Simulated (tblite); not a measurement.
C₄H₁₃N₃O₂Si.
Atom-mapped SMILES: `[CH3:1][Si@:2]([NH2:3])([OH:4])[NH:5][CH2:6][CH2:7][C:8]([NH2:9])=[O:10]` (hydrogens: H11, H12, H13 on C1; H14, H15 on N3; H16 on O4; H17 on N5; H18, H19 on C6; H20, H21 on C7; H22, H23 on N9)

Computed with GFN2-xTB (tblite), gas phase: L-BFGS steps from a force-field or distance-geometry start until the largest atomic force falls under 0.01 eV/Å.

Step 150: E = -922.5587 eV
```
atom  x, y, z in Å  |  force x, y, z in eV/Å
C1      2.0363    2.1524    0.2623   -0.004  -0.031  -0.007
Si2     1.6500    0.3537   -0.2025    0.064  -0.033   0.034
N3      1.5855   -0.8340    1.0521   -0.044   0.003  -0.009
O4      2.9201   -0.0539   -1.1611   -0.016   0.007   0.021
N5      0.1174    0.3361   -0.9927    0.053   0.006   0.016
C6     -0.6453   -0.8319   -1.3330    0.038   0.014   0.019
C7     -2.0574   -0.7921   -0.7226    0.008  -0.002   0.011
C8     -1.9766   -0.8039    0.7905   -0.009   0.008  -0.017
N9     -2.6832    0.1702    1.4070   -0.030   0.027  -0.014
O10    -1.3407   -1.6182    1.4247    0.023  -0.012  -0.013
H11     2.1892    2.7554   -0.6252   -0.011   0.018   0.009
H12     1.2544    2.6114    0.8558   -0.036   0.006   0.002
H13     2.9547    2.1896    0.8379   -0.009   0.004  -0.004
H14     0.6804   -1.1165    1.4003    0.002   0.005  -0.032
H15     2.2255   -0.7473    1.8240    0.014  -0.015  -0.005
H16     3.1878   -0.9684   -1.1995    0.004  -0.008  -0.039
H17    -0.2116    1.1748   -1.4394   -0.038   0.003  -0.026
H18    -0.1173   -1.7006   -0.9418   -0.018  -0.004   0.015
H19    -0.7434   -0.9427   -2.4220    0.030  -0.001  -0.007
H20    -2.6001   -1.6832   -1.0441   -0.016   0.017   0.021
H21    -2.5860    0.0965   -1.0722   -0.014  -0.032   0.006
H22    -3.1805    0.8789    0.8995   -0.002   0.007   0.015
H23    -2.6642    0.2195    2.4124    0.013   0.012   0.003
```

Step 151: E = -922.5600 eV
```
atom  x, y, z in Å  |  force x, y, z in eV/Å
C1      2.0365    2.1497    0.2683   -0.017  -0.024  -0.003
Si2     1.6563    0.3534   -0.2074    0.077  -0.046   0.045
N3      1.5946   -0.8336    1.0473   -0.079  -0.035   0.010
O4      2.9278   -0.0484   -1.1683   -0.041   0.015   0.039
N5      0.1228    0.3322   -0.9955    0.059   0.016   0.025
C6     -0.6431   -0.8354   -1.3276    0.046   0.003   0.014
C7     -2.0558   -0.7887   -0.7208    0.000  -0.001   0.015
C8     -1.9790   -0.7965    0.7930   -0.031   0.033  -0.016
N9     -2.6960    0.1742    1.4040   -0.029   0.019  -0.025
O10    -1.3398   -1.6049    1.4310    0.027  -0.008  -0.011
H11     2.1844    2.7570   -0.6166   -0.012   0.040   0.008
H12     1.2550    2.6015    0.8688   -0.029  -0.002  -0.023
H13     2.9557    2.1878    0.8418    0.011   0.000  -0.001
H14     0.6913   -1.1115    1.4049    0.009   0.013  -0.057
H15     2.2409   -0.7557    1.8144    0.037  -0.003  -0.006
H16     3.1822   -0.9655   -1.2283    0.005  -0.004  -0.035
H17    -0.2068    1.1711   -1.4408   -0.049   0.004  -0.034
H18    -0.1183   -1.7016   -0.9275   -0.011  -0.015   0.014
H19    -0.7384   -0.9552   -2.4158    0.026  -0.002  -0.015
H20    -2.6017   -1.6795   -1.0381   -0.009   0.016   0.014
H21    -2.5816    0.0990   -1.0775   -0.010  -0.031   0.023
H22    -3.2028    0.8726    0.8914    0.001   0.004   0.018
H23    -2.6891    0.2238    2.4095    0.020   0.008   0.002
```

**Question.** Estimate the geometry and energy of step 152. (The exact step hangs on the optimiser's Hessian estimate; all steps are aligned on step 151, rigid shifts and turns removed.)

**Answer.** E = -922.5614 eV, largest force 0.128 eV/Å
```
atom  x, y, z in Å  |  force x, y, z in eV/Å
C1      2.0368    2.1465    0.2761   -0.020  -0.011   0.008
Si2     1.6658    0.3523   -0.2125    0.057  -0.038   0.044
N3      1.6055   -0.8335    1.0415   -0.095  -0.079   0.033
O4      2.9373   -0.0415   -1.1766   -0.032  -0.043   0.041
N5      0.1310    0.3269   -0.9981    0.053   0.021   0.023
C6     -0.6393   -0.8403   -1.3201    0.041  -0.006   0.005
C7     -2.0535   -0.7836   -0.7184   -0.005  -0.001   0.011
C8     -1.9829   -0.7860    0.7957   -0.035   0.050  -0.013
N9     -2.7125    0.1800    1.4000   -0.035   0.013  -0.017
O10    -1.3385   -1.5866    1.4379    0.025  -0.002  -0.003
H11     2.1778    2.7606   -0.6048   -0.012   0.058   0.002
H12     1.2554    2.5900    0.8845   -0.015  -0.020  -0.047
H13     2.9577    2.1858    0.8464    0.018  -0.001  -0.003
H14     0.7039   -1.1051    1.4091    0.015   0.019  -0.070
H15     2.2617   -0.7672    1.8009    0.047   0.002  -0.007
H16     3.1758   -0.9620   -1.2668   -0.014   0.067  -0.022
H17    -0.2027    1.1652   -1.4420   -0.046   0.000  -0.033
H18    -0.1203   -1.7045   -0.9090    0.004  -0.023   0.019
H19    -0.7307   -0.9723   -2.4074    0.021   0.003  -0.016
H20    -2.6034   -1.6742   -1.0300   -0.002   0.009   0.002
H21    -2.5762    0.1024   -1.0837   -0.003  -0.024   0.035
H22    -3.2321    0.8649    0.8819    0.005   0.001   0.018
H23    -2.7217    0.2281    2.4056    0.030   0.004  -0.008
```

The energy changes by -0.0015 eV. The first-order estimate −F·Δx gives -0.0021 eV and the mean of the old and new forces, exact on a quadratic surface, -0.0015 eV. The step makes an angle of 84° with the force vector and moves no atom by more than 0.039 Å.

The cost below is that of the whole relaxation. Time: 8.5 s wall. Hardware: one thread, Intel Xeon at 2.50 GHz (x86_64), no GPU, shared host with 64 logical CPUs at a one-minute load of 63.
